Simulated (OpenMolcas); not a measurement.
**Ce3+ in a ligand field**

Ce3+ with 2 ligands (oxide) in linear coordination (D∞h) at 2.13 Å. A charge of +0.5 e stands 2.8 Å behind each ligand. Ligand basis ANO-RCC-VDZP.

| Property | Result |
| --- | --- |
| Program | OpenMolcas 26.06 |
| Method | SS-CASPT2, IPEA 0.25 Eh, imaginary shift 0.1 Eh (closed shells correlated: 5s 5p and the ligand valence shells) |
| Basis | ANO-RCC-VTZP [8s7p5d3f2g1h] |
| Scalar Hamiltonian | DKH2, point nucleus |
| Active space | 1 electron in 7 orbitals (4f) |
| State averaging | 2S+1 = 2 odd, 7 roots |
| Spin-orbit coupling | state interaction with AMFI integrals over the reference wave functions |

The lowest spin-free states (labels by Λ), above the lowest:

```json
{"State": "2Φ", "Degeneracy": "2", "E (cm-1)": "0"}
{"State": "2Δ", "Degeneracy": "2", "E (cm-1)": "1840"}
{"State": "2Π", "Degeneracy": "2", "E (cm-1)": "4860"}
{"State": "2Σ", "Degeneracy": "1", "E (cm-1)": "8630"}
```

The lowest levels with spin-orbit coupling:

```json
{"E (cm-1)": "0", "Degeneracy": "2", "2S+1": "2", "g": "0.00 0.00 4.09"}
{"E (cm-1)": "2090", "Degeneracy": "2", "2S+1": "2", "g": "0.00 0.00 2.11"}
{"E (cm-1)": "2170", "Degeneracy": "2", "2S+1": "2", "g": "0.00 0.00 8.00"}
{"E (cm-1)": "3870", "Degeneracy": "2", "2S+1": "2", "g": "0.00 0.00 5.91"}
{"E (cm-1)": "5330", "Degeneracy": "2", "2S+1": "2", "g": "0.14 1.56 1.56"}
{"E (cm-1)": "6660", "Degeneracy": "2", "2S+1": "2", "g": "0.00 0.00 3.89"}
{"E (cm-1)": "10150", "Degeneracy": "2", "2S+1": "2", "g": "1.86 3.56 3.56"}
```

Powder χT (cm3 K/mol): 0.524 at 2 K, 0.526 at 10 K, 0.536 at 50 K, 0.549 at 100 K, 0.576 at 200 K, 0.602 at 300 K. The effective moment at 300 K is 2.828 √(χT) = 2.19 μB.

Hund's rules give f1 the level 2F5/2 with g = 0.857, so an isolated free-ion multiplet has χT = g² J(J+1) / 8 = 0.804 cm3 K/mol. The computed 0.602 at 300 K differs by -25 %, through the field's splitting, the mixing of terms and any other multiplet in reach.

The oxide ions are held by bare point charges, a crude embedding. Splittings of an f shell from a small cluster at a set distance can be off by tens of per cent, mostly too small. No measured value stands beside these numbers; the geometry was imposed, not optimised, and the real ion may take another.
